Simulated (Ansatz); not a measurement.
Wavefunction ladder for Cl2FHOTi (`[OH][Ti]([F])([Cl])[Cl]`)

```xyz
6

O    -1.333    0.307   -0.164
Ti    0.360   -0.069    0.080
F     0.999   -0.782   -1.373
Cl    0.566   -1.490    1.727
Cl    1.462    1.765    0.525
H    -2.053    0.268   -0.794
```

Charge 0, multiplicity 1. Correlated methods include outer-core shells of Ti, which these sets cover unevenly. Scalar relativity is left out up to krypton. The structure was optimised at the PBE0-D4/def2-TZVP level. It is one conformer, not always the lowest. Frozen core, restricted reference, Ansatz.

```csv
basis,HF (Eh),MP2 corr.,CCSD corr.,(T),CCSD(T) total
def2-SVP,-1941.98183,-0.96125,-0.97110,-0.04168,-1942.99461
def2-TZVPP,-1942.65303,-1.30313,-1.31998,-0.06849,-1944.04150
def2-QZVPP,-1942.70194,-1.42058,–,–,–
```
